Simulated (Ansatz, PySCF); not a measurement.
Process, species as SMILES: [Li][Cl] -> [Li][Cl] as doublet, charge -1 (an electron is taken up)
Structures are relaxed separately at B3LYP-D3(BJ)/def2-TZVP in Ansatz (a program for electronic structure). A spin state is the lowest found, not a proven ground state.

Wanted: adiabatic electron affinity (0 K, with B3LYP-D3(BJ) harmonic zero-point energies from PySCF), positive where the reaction releases energy, in eV. Cores are frozen in the correlated levels unless marked. Open shells are spin-unrestricted. No spin-orbit coupling. Non-relativistic. Anions need diffuse functions: def2-D sets add few; the other sets have none. CBS(X,Y): correlation extrapolated as X^-3; Hartree-Fock from the larger set.

```tsv
level	program	adiabatic electron affinity (eV)
SVWN5/def2-TZVPD	Ansatz	0.57
PBE-D3(BJ)/def2-TZVPD	Ansatz + dftd3	0.63
B3LYP-D3(BJ)/def2-TZVPD	Ansatz + dftd3	0.62
PBE0/STO-3G	Ansatz	-1.27
PBE0/def2-QZVPP	Ansatz	0.63
r2SCAN0/def2-TZVPD	Ansatz	0.56
CAM-B3LYP/def2-TZVPD	Ansatz	0.59
CCSD(T)/def2-TZVPPD	Ansatz	0.54
CCSD(T)/CBS(def2-TZVPPD,def2-QZVPPD)	Ansatz	0.57
```
